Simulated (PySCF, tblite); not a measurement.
Compound: C3H5BF4Si.
Atom-mapped SMILES: `[BH2:1][Si@@H:2]1[CH2:3][C@:4]1([F:5])[C:6]([F:7])([F:8])[F:9]` (hydrogens: H10, H11 on B1; H12 on Si2; H13, H14 on C3)

Geometry (GFN2-xTB, Å), atoms numbered from 1 in this order:
```
atom  x, y, z in Å
B1    -2.3577    0.0865    0.5570
Si2   -1.0214    0.5544   -0.7284
C3     0.3506   -0.6865   -1.2536
C4     0.8670    0.3634   -0.3136
F5     1.7428    1.2700   -0.8579
C6     1.3548   -0.0690    1.0320
F7     0.5285   -0.9861    1.5692
F8     2.5760   -0.6300    1.0205
F9     1.4136    0.9415    1.9169
H10   -2.2035   -0.7733    1.3324
H11   -3.3800    0.6533    0.5628
H12   -0.9890    1.6038   -1.7504
H13    0.3454   -1.6934   -0.8620
H14    0.7721   -0.6352   -2.2470
```

Jobs on this species (14 atoms, 78 electrons) with PySCF (density fitting) and tblite. Hardware of each: one thread of an Arm Neoverse N1, shared host. Other jobs ran on the host; a repeat could differ by tens of per cent or more.

```json
{"level and settings": "B3LYP/def2-SVPD", "work": "8 singlets by full TDDFT, 3 Tamm–Dancoff triplets, polarisability", "basis functions": "236", "SCF cycles": "?", "wall time": "?"}
{"level and settings": "GFN2-xTB", "work": "Hessian by finite differences", "basis functions": "–", "SCF cycles": "–", "wall time": "0.85 s"}
{"level and settings": "PBE0/pcSseg-1", "work": "shieldings, ring-centre shieldings, charges and field gradients", "basis functions": "185", "SCF cycles": "?", "wall time": "?"}
{"level and settings": "GFN2-xTB", "work": "L-BFGS relaxation", "basis functions": "–", "SCF cycles": "–", "wall time": "0.79 s"}
```

Question: Fill in the missing figures.

Answer: 
- B3LYP/def2-SVPD; 8 singlets by full TDDFT, 3 Tamm–Dancoff triplets, polarisability: 93 s, 14 SCF cycles
- PBE0/pcSseg-1; shieldings, ring-centre shieldings, charges and field gradients: 60 s, 14 SCF cycles

Question: What do all jobs in the table cost together?

Answer: About 2.6 min; the longest takes about 60 % of that, and about 120 times as long as the shortest.
